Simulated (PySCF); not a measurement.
PySCF job for B(OH) (BHO), SMILES [B]O (connectivity only; charge and spin as stated), neutral, multiplicity 1, EOM-CCSD/aug-cc-pVDZ. Geometry: PBE0-D3(BJ)/def2-TZVPD. A frequency run showed that this geometry is not a minimum.

```python
import numpy as np
from pyscf import gto, scf, dft, cc
from pyscf.cc import eom_rccsd

mol = gto.M(
    atom='''
    B     0.00000000    0.00000000   -0.88653201
    O     0.00000000    0.00000000    0.38665970
    H     0.00000000    0.00000000    1.33938247
    ''',
    basis='aug-cc-pVDZ',
    charge=0,
    spin=0,
    max_memory=1600,
    verbose=4,
)
mf = scf.RHF(mol)
mf.conv_tol = 1e-10
mf.max_cycle = 100
mf.kernel()
mycc = cc.CCSD(mf, frozen=2)
mycc.conv_tol = 1e-8
mycc.kernel()
mycc.solve_lambda()
dip = scf.hf.dip_moment(mol, mycc.make_rdm1(ao_repr=True))
res = {}
for name, solver, nroots, keep in (('singlet', eom_rccsd.EOMEESinglet, 9, 6), ('triplet', eom_rccsd.EOMEETriplet, 6, 3), ('IP', eom_rccsd.EOMIP, 6, 5), ('EA', eom_rccsd.EOMEA, 3, 2)):
    eom = solver(mycc)
    eom.max_cycle, eom.max_space = 200, 40
    e = eom.kernel(nroots=nroots)[0]
    res[name] = (e[:keep] * 27.211386245988, all(eom.converged[:keep]))
    print(name, 'roots / eV', res[name][0].round(3))
```

Log of the run:

```
PySCF version 2.14.0

[INPUT] verbose = 4
[INPUT] num. atoms = 3
[INPUT] num. electrons = 14
[INPUT] charge = 0
[INPUT] spin (= nelec alpha-beta = 2S) = 0
[INPUT] symmetry False subgroup None
[INPUT] Mole.unit = angstrom
[INPUT] Symbol           X                Y                Z      unit          X                Y                Z       unit  Magmom
[INPUT]  1 B      0.000000000000   0.000000000000  -0.886532010000 AA    0.000000000000   0.000000000000  -1.675302699560 Bohr   0.0
[INPUT]  2 O      0.000000000000   0.000000000000   0.386659700000 AA    0.000000000000   0.000000000000   0.730680936406 Bohr   0.0
[INPUT]  3 H      0.000000000000   0.000000000000   1.339382470000 AA    0.000000000000   0.000000000000   2.531066044343 Bohr   0.0

nuclear repulsion = 22.2573844689218
number of shells = 21
number of NR pGTOs = 81
number of NR cGTOs = 55
basis = aug-cc-pVDZ
ecp = {}


******** <class 'pyscf.scf.hf.RHF'> ********
method = RHF
initial guess = minao
damping factor = 0
level_shift factor = 0
DIIS = <class 'pyscf.scf.diis.CDIIS'>
diis_start_cycle = 1
diis_space = 8
diis_damp = 0
SCF conv_tol = 1e-10
SCF conv_tol_grad = None
SCF max_cycles = 100
direct_scf = True
direct_scf_tol = 1e-13
Set gradient conv threshold to 1e-05
Initial guess from minao.
init E= -100.241986875403
  HOMO = -0.280285401357947  LUMO = 0.0345982461655714  gap/eV = 8.56842
cycle= 1 E= -100.075006925233  delta_E= 0.167  |g|= 0.373  |ddm|= 1.56
  HOMO = -0.365130551819091  LUMO = 0.0300498284829613  gap/eV = 10.75341
cycle= 2 E= -100.097216121977  delta_E= -0.0222  |g|= 0.22  |ddm|= 0.531
  HOMO = -0.360589925163551  LUMO = 0.0259133309688568  gap/eV = 10.51729
cycle= 3 E= -100.106290765167  delta_E= -0.00907  |g|= 0.0364  |ddm|= 0.142
  HOMO = -0.359230616314129  LUMO = 0.0255841518163313  gap/eV = 10.47134
cycle= 4 E= -100.106805518429  delta_E= -0.000515  |g|= 0.00551  |ddm|= 0.0907
  HOMO = -0.358343053275329  LUMO = 0.0249853977569092  gap/eV = 10.43090
cycle= 5 E= -100.10683078368  delta_E= -2.53e-05  |g|= 0.0013  |ddm|= 0.0232
  HOMO = -0.358623047497223  LUMO = 0.0249167482912291  gap/eV = 10.43665
cycle= 6 E= -100.106832029553  delta_E= -1.25e-06  |g|= 0.00026  |ddm|= 0.00494
  HOMO = -0.35856034110332  LUMO = 0.0248915141404655  gap/eV = 10.43426
cycle= 7 E= -100.106832077239  delta_E= -4.77e-08  |g|= 5.72e-05  |ddm|= 0.000674
  HOMO = -0.358575135334248  LUMO = 0.0248946611111664  gap/eV = 10.43474
cycle= 8 E= -100.106832078485  delta_E= -1.25e-09  |g|= 5.83e-06  |ddm|= 0.000107
  HOMO = -0.358574712356395  LUMO = 0.024894837568942  gap/eV = 10.43474
cycle= 9 E= -100.10683207851  delta_E= -2.44e-11  |g|= 7.86e-07  |ddm|= 1.99e-05
  HOMO = -0.358574687095935  LUMO = 0.0248948803934059  gap/eV = 10.43474
Extra cycle  E= -100.10683207851  delta_E= -5.83e-13  |g|= 2.83e-07  |ddm|= 3e-06
converged SCF energy = -100.10683207851

******** <class 'pyscf.cc.ccsd.CCSD'> ********
CC2 = 0
CCSD nocc = 5, nmo = 53
frozen orbitals 2
max_cycle = 50
direct = 0
conv_tol = 1e-08
conv_tol_normt = 1e-05
diis_space = 6
diis_start_cycle = 0
diis_start_energy_diff = 1e+09
Init t2, MP2 energy = -100.370499505931  E_corr(MP2) -0.263667427421303
Init E_corr(CCSD) = -0.263667427421351
cycle = 1  E_corr(CCSD) = -0.269319150364217  dE = -0.00565172294  norm(t1,t2) = 0.0597039
cycle = 2  E_corr(CCSD) = -0.277959530611166  dE = -0.00864038025  norm(t1,t2) = 0.0232857
cycle = 3  E_corr(CCSD) = -0.279240613968524  dE = -0.00128108336  norm(t1,t2) = 0.0124064
cycle = 4  E_corr(CCSD) = -0.281171430520048  dE = -0.00193081655  norm(t1,t2) = 0.00552198
cycle = 5  E_corr(CCSD) = -0.281061328208837  dE = 0.000110102311  norm(t1,t2) = 0.000916597
cycle = 6  E_corr(CCSD) = -0.281028237156595  dE = 3.30910522e-05  norm(t1,t2) = 0.000320448
cycle = 7  E_corr(CCSD) = -0.281036391895911  dE = -8.15473932e-06  norm(t1,t2) = 0.000135635
cycle = 8  E_corr(CCSD) = -0.281039686338338  dE = -3.29444243e-06  norm(t1,t2) = 3.8458e-05
cycle = 9  E_corr(CCSD) = -0.281038735038452  dE = 9.51299886e-07  norm(t1,t2) = 1.49742e-05
cycle = 10  E_corr(CCSD) = -0.281038883952749  dE = -1.48914297e-07  norm(t1,t2) = 5.52859e-06
cycle = 11  E_corr(CCSD) = -0.28103901516806  dE = -1.31215311e-07  norm(t1,t2) = 1.55443e-06
cycle = 12  E_corr(CCSD) = -0.281039034593468  dE = -1.94254079e-08  norm(t1,t2) = 5.32776e-07
cycle = 13  E_corr(CCSD) = -0.281039023275943  dE = 1.13175251e-08  norm(t1,t2) = 2.3474e-07
cycle = 14  E_corr(CCSD) = -0.28103901917862  dE = 4.0973227e-09  norm(t1,t2) = 7.02501e-08
CCSD converged
E(CCSD) = -100.3878710976888  E_corr = -0.2810390191786205
cycle = 1  norm(lambda1,lambda2) = 0.0210419
cycle = 2  norm(lambda1,lambda2) = 0.00474755
cycle = 3  norm(lambda1,lambda2) = 0.00278893
cycle = 4  norm(lambda1,lambda2) = 0.00119011
cycle = 5  norm(lambda1,lambda2) = 0.000248268
cycle = 6  norm(lambda1,lambda2) = 9.69655e-05
cycle = 7  norm(lambda1,lambda2) = 3.5605e-05
cycle = 8  norm(lambda1,lambda2) = 1.26277e-05
cycle = 9  norm(lambda1,lambda2) = 3.56998e-06
Dipole moment(X, Y, Z, Debye): -0.00000,  0.00000,  3.76014

******** <class 'pyscf.cc.eom_rccsd.EOMEESinglet'> ********
max_space = 40
max_cycle = 200
conv_tol = 1e-08
partition = None
EOM-CCSD root 0 E = 0.2261789487560431  qpwt = 0.918506  conv = True
EOM-CCSD root 1 E = 0.233143313913876  qpwt = 0.940951  conv = True
EOM-CCSD root 2 E = 0.2331433143575598  qpwt = 0.940951  conv = True
EOM-CCSD root 3 E = 0.2801511409245106  qpwt = 0.918724  conv = True
EOM-CCSD root 4 E = 0.2919466051199177  qpwt = 0.945238  conv = True
EOM-CCSD root 5 E = 0.291946607191452  qpwt = 0.945238  conv = True
EOM-CCSD root 6 E = 0.2983179048612649  qpwt = 0.932229  conv = True
EOM-CCSD root 7 E = 0.3470054386270551  qpwt = 0.922118  conv = True
EOM-CCSD root 8 E = 0.3737894409709758  qpwt = 0.939249  conv = True
singlet roots / eV [6.155 6.344 6.344 7.623 7.944 7.944]

******** <class 'pyscf.cc.eom_rccsd.EOMEETriplet'> ********
max_space = 40
max_cycle = 200
conv_tol = 1e-08
partition = None
EOM-CCSD root 0 E = 0.1380736543534862  qpwt = 0.973871  conv = True
EOM-CCSD root 1 E = 0.1380736548341502  qpwt = 0.973871  conv = True
EOM-CCSD root 2 E = 0.2166862784354754  qpwt = 0.923434  conv = True
EOM-CCSD root 3 E = 0.2633782947014402  qpwt = 0.953597  conv = True
EOM-CCSD root 4 E = 0.2784810068480188  qpwt = 0.939127  conv = True
EOM-CCSD root 5 E = 0.2784810204236173  qpwt = 0.939127  conv = True
triplet roots / eV [3.757 3.757 5.896]

******** <class 'pyscf.cc.eom_rccsd.EOMIP'> ********
max_space = 40
max_cycle = 200
conv_tol = 1e-08
partition = None
EOM-CCSD root 0 E = 0.3553231676010606  qpwt = 0.946171  conv = True
EOM-CCSD root 1 E = 0.5495929870302116  qpwt = 0.906326  conv = True
EOM-CCSD root 2 E = 0.549592987566956  qpwt = 0.906326  conv = True
EOM-CCSD root 3 E = 0.6606601960340549  qpwt = 0.0356277  conv = True
EOM-CCSD root 4 E = 0.6606601976105674  qpwt = 0.0356278  conv = True
EOM-CCSD root 5 E = 0.7949960677539619  qpwt = 5.28477e-14  conv = True
IP roots / eV [ 9.669 14.955 14.955 17.977 17.977]

******** <class 'pyscf.cc.eom_rccsd.EOMEA'> ********
max_space = 40
max_cycle = 200
conv_tol = 1e-08
partition = None
EOM-CCSD root 0 E = 0.01637400121254163  qpwt = 0.993301  conv = True
EOM-CCSD root 1 E = 0.04838639959000957  qpwt = 0.495225  conv = True
EOM-CCSD root 2 E = 0.04838639959000957  qpwt = 0.494581  conv = True
EA roots / eV [0.446 1.317]
```

The run converged.
